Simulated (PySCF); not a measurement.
**Computed properties of Al(Cl)(Me)(SeH) (CH4AlClSe), SMILES [CH3][Al]([Cl])[SeH]**

Al(Cl)(Me)(SeH) (CH4AlClSe), SMILES [CH3][Al]([Cl])[SeH]. Coordinates come from a B3LYP-D3(BJ)/def2-SVP optimisation. The structure was generated by enumeration; whether it is a known compound was not checked. One conformer was computed; it need not be the lowest. All values are computed for the isolated molecule unless a solvent is named; none is compared with measurement here.

**Structure.** The optimised structure has Cs symmetry. All 18 harmonic modes at B3LYP-D3(BJ)/def2-SVP (PySCF) are real, so it is a minimum. With heavy atoms numbered as in [Al:1]([Cl:2])([CH3:3])[SeH:7], the shortest bond between them is Al1–C3 at 1.944 Å and the longest Al1–Se7 at 2.318 Å.

**Vibrations.** The strongest infrared lines (harmonic, unscaled, degenerate partners summed) lie at 720 cm⁻¹ (105 km/mol, H 60 %, C 19 %, Al 19 %), 527 cm⁻¹ (91 km/mol, Al 53 %, Cl 32 %, H 9 %), 680 cm⁻¹ (79 km/mol, Al 39 %, C 31 %, H 28 %). The softest mode is at 39 cm⁻¹ and the zero-point energy is 28.5 kcal/mol.

**Electronic structure.** PBE0/def2-TZVP (PySCF) places the frontier levels at -7.45 and -0.85 eV, a gap of 6.60 eV, and gives a dipole moment of 2.37 D and a mean polarisability of 76.6 bohr³. PBE/def2-TZVP (PySCF) at the same geometry gives -6.32 and -1.59 eV, so its gap is 1.87 eV narrower. An orbital gap is neither the optical nor the fundamental gap.

**Excitations.** TDA-ωB97X/def2-SVPD (PySCF) has S1 at 5.83 eV (213 nm, f = 0.012, weak); the most intense of the 10 singlets computed lies at 7.55 eV (f = 0.28). T1 (TDA) is at 5.39 eV, 0.44 eV under S1. TDA-PBE/def2-SVPD (PySCF) puts S1 at 4.96 eV. No vertical singlet excitation falls in the visible range (under 3.1 eV).

**NMR.** GIAO shifts at B3LYP/pcSseg-1 (PySCF) (non-relativistic, atoms alike by connectivity averaged): ¹³C at -2.7 ppm against TMS; ¹H from 0.3 to 0.9 ppm against TMS. Without spin–orbit terms, shifts of atoms bonded to Cl or Br come out too high.
